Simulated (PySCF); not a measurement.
Compound: C6H12OSi.
Z-matrix (Å and degrees, PBE0-D3(BJ)/def2-SVP geometry), rows numbered from 1:
```
Si
O   1  1.6678
C   2  1.3918  1  124.40
C   3  1.5431  2  117.14  1   -71.99
C   4  1.5480  3   89.76  2  -126.10
C   5  1.5405  4   90.58  3     0.56
C   6  1.5405  3   89.53  2  -122.71
C   3  1.5431  2  117.08  1    71.71
H   1  1.4966  2  111.26  3   -58.84
H   1  1.4872  2  106.18  3  -178.52
H   1  1.4965  2  111.37  3    61.80
H   4  1.1010  3  116.16  2   113.47
H   4  1.0993  3  111.32  2   -11.63
H   5  1.0991  4  113.21  3   116.84
H   5  1.1005  4  115.85  3  -117.55
H   6  1.0981  3  121.66  2     0.08
H   7  1.0991  6  113.76  3   116.30
H   7  1.1005  6  114.81  3  -118.49
H   8  1.0993  3  111.29  2    11.55
H   8  1.1010  3  116.17  2  -113.52
```

All values: PBE0/def2-SVPD (PySCF, non-relativistic), on one gas-phase PBE0-D3(BJ)/def2-SVP geometry that isn't relaxed in the solvent. The solvent is an IEF-PCM continuum (van der Waals radii × 1.2), and excitations are vertical TDDFT with non-equilibrium linear response and a frozen core. The model holds no explicit solvent molecules, cavitation or dispersion.

Gas-phase singlets (H = HOMO, L = LUMO):

| state | E (eV) | λ (nm) | f | leading configurations |
| --- | --- | --- | --- | --- |
| S1 | 6.568 | 189 | 0.004 | H→L 96% |
| S2 | 6.817 | 182 | 0.033 | H-1→L 96% |
| S3 | 7.091 | 175 | 0.002 | H→L+1 94% |
| S4 | 7.216 | 172 | 0.015 | H-1→L+1 81%, H-1→L+2 16% |
| S5 | 7.313 | 170 | 0.000 | H→L+2 84%, H→L+3 9% |

Task: How does the list change in chloroform (ε = 4.711)?

Result: 
```tsv
state	E (eV)	λ (nm)	f	leading configurations	change by rank (eV)
S1	6.553	189	0.005	H→L 96%	-0.015
S2	6.773	183	0.043	H-1→L 97%	-0.044
S3	7.111	174	0.002	H→L+1 92%	+0.020
S4	7.237	171	0.017	H-1→L+1 80%, H-1→L+2 18%	+0.021
S5	7.337	169	0.000	H→L+2 85%	+0.024
```

Task: How do the frontier levels move from gas to chloroform?

Result: 
```
orbital  gas (eV)  solvent (eV)  change (eV)                    Löwdin shares, gas                Löwdin shares, solvent
 LUMO+2      0.96          1.06        +0.10      Si1 16 %, C5 8 %, C7 8 %, C6 7 %      Si1 15 %, C5 8 %, C7 8 %, C6 8 %
 LUMO+1      0.65          0.72        +0.07    Si1 34 %, H11 9 %, H9 9 %, H10 7 %  Si1 38 %, H11 10 %, H9 10 %, H10 8 %
   LUMO      0.35          0.38        +0.03  Si1 38 %, H11 10 %, H9 10 %, O2 10 %  Si1 38 %, O2 11 %, H11 10 %, H9 10 %
   HOMO     -7.46         -7.41        +0.05    O2 28 %, C3 14 %, C4 12 %, C8 12 %    O2 25 %, C3 14 %, C4 12 %, C8 12 %
 HOMO-1     -7.56         -7.49        +0.07     C6 23 %, C3 20 %, O2 17 %, C8 8 %     C6 23 %, C3 20 %, O2 15 %, C8 8 %
 HOMO-2     -8.70         -8.61        +0.09    O2 17 %, C5 14 %, C7 14 %, C6 10 %     O2 18 %, C5 14 %, C7 14 %, C6 9 %
 HOMO-3     -9.12         -9.01        +0.11     C6 17 %, C5 12 %, C7 12 %, O2 7 %    C6 22 %, C7 15 %, C5 15 %, H16 8 %
```

The HOMO–LUMO gap goes from 7.82 to 7.79 eV.
